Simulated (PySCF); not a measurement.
**Basis and Hamiltonian dependence of the excitation energy of S**

S [Ne] 3s2 3p4 (3P) → S [Ne] 3s1 3p5 (3P). Calculated with PySCF 2.14 from differences of total energies of unrestricted determinants, without spin-orbit coupling. Values in eV.

| basis | Hamiltonian | functions | UHF | LDA | PBE0 | MP2 (valence) | CCSD(T) (valence) | CCSD(T) (valence and next inner shell) |
| --- | --- | --- | --- | --- | --- | --- | --- | --- |
| aug-cc-pVDZ-DK | spin-free X2C | 27 | 11.587 | 10.066 | 10.510 | 10.516 | 9.273 | n/a |
| aug-cc-pV(D+d)Z | non-relativistic | 32 | 11.474 | 9.942 | 10.388 | 10.344 | 8.988 | n/a |
| x2c-TZVPPall | spin-free X2C | 42 | 11.609 | 10.023 | 10.490 | 10.540 | n/a | 9.467 |
| aug-cc-pVTZ-DK | spin-free X2C | 50 | 11.586 | 10.036 | 10.492 | 10.549 | n/a | n/a |
| def2-TZVPPD | non-relativistic | 51 | 11.469 | 9.901 | 10.365 | 10.409 | 8.925 | 8.986 |
| aug-cc-pwCVTZ | non-relativistic | 75 | 11.469 | 9.905 | 10.366 | 10.423 | 8.945 | 9.016 |
| def2-QZVPPD | non-relativistic | 79 | 11.466 | 9.905 | 10.365 | 10.407 | 8.944 | 9.027 |
| dyall-av3z | non-relativistic | 84 | 11.464 | 9.903 | 10.363 | 10.440 | 9.082 | n/a |
| aug-cc-pVQZ-DK | spin-free X2C | 84 | 11.584 | 10.033 | 10.490 | 10.524 | 9.090 | n/a |
| aug-cc-pV(Q+d)Z | non-relativistic | 89 | 11.468 | 9.909 | 10.368 | 10.401 | 8.942 | n/a |
| aug-cc-pCVTZ-DK with one added diffuse shell each of s, p, d, f type | spin-free X2C | 91 | 11.586 | 10.030 | 10.488 | 10.536 | n/a | 9.086 |
| dyall-acv3z | non-relativistic | 113 | 11.467 | 9.903 | 10.363 | 10.425 | 8.947 | n/a |
| dyall-acv3z | spin-free X2C | 113 | 11.584 | 10.028 | 10.486 | 10.539 | 9.026 | n/a |
| aug-cc-pwCVQZ | non-relativistic | 134 | 11.467 | 9.903 | 10.363 | 10.403 | n/a | n/a |

Frozen in the all-electron rows: valence: [Ne]; valence and next inner shell: 1s2.

Reference for a calculation without spin-orbit coupling: 8.928 eV (measured, between term centres; NIST).
